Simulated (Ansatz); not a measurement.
Computed with Ansatz on PBE0-D4/def2-TZVP structures; ΔE is electronic, products minus reactants. CCSD(T)/CBS adds triple-zeta CCSD(T) − MP2 to the extrapolated MP2 energy (def2 sets, frozen cores). This one scheme is used for every species. DFT in def2-TZVPP. Elements past krypton have def2 core potentials. For Se, Sn outer-core shells are correlated without core-valence functions, which leaves a few kJ/mol of doubt a bond. Scalar relativity is left out up to krypton. One conformer a species, not always the lowest.

`C[O][SnH2][SeH]` + `[SiH3]BCl` → `[SiH3]B(Cl)[SeH]` + `C[O][SnH3]`  (formal exchange of groups at the Se–Sn bond)

```tsv
level	ΔE (kJ/mol)	difference from CCSD(T)/CBS
PBE-D4	-4.6	-9.8
PBE0-D4	-1.4	-6.6
ωB97X-V	2.8	-2.4
ωB97M-V	2.4	-2.8
PBE	-2.7	-7.9
r2SCAN	-1.7	-6.9
HF/def2-TZVPP	19.6	14.4
CCSD/def2-TZVPP	0.2	-5.0
HF/def2-QZVPP	20.9	15.7
HF/CBS(def2)	21.1	15.9
CCSD(T)/CBS	5.2	0
```

Largest T1 diagnostic among the species: 0.014.

In def2-TZVPP, CCSD(T) changes the Hartree–Fock value by −22.9 kJ/mol (the triples alone add −3.4 kJ/mol) and MP2 by −23.9 kJ/mol. The D4 term adds −3.4 kJ/mol with B3LYP and −1.4 kJ/mol with PBE0; it sums over pairs of atoms, weighted by their polarisabilities, and B3LYP, whose exchange is more repulsive, gets the larger term.

B3LYP here is the variant with VWN-RPA as its local correlation; programs differ in this.
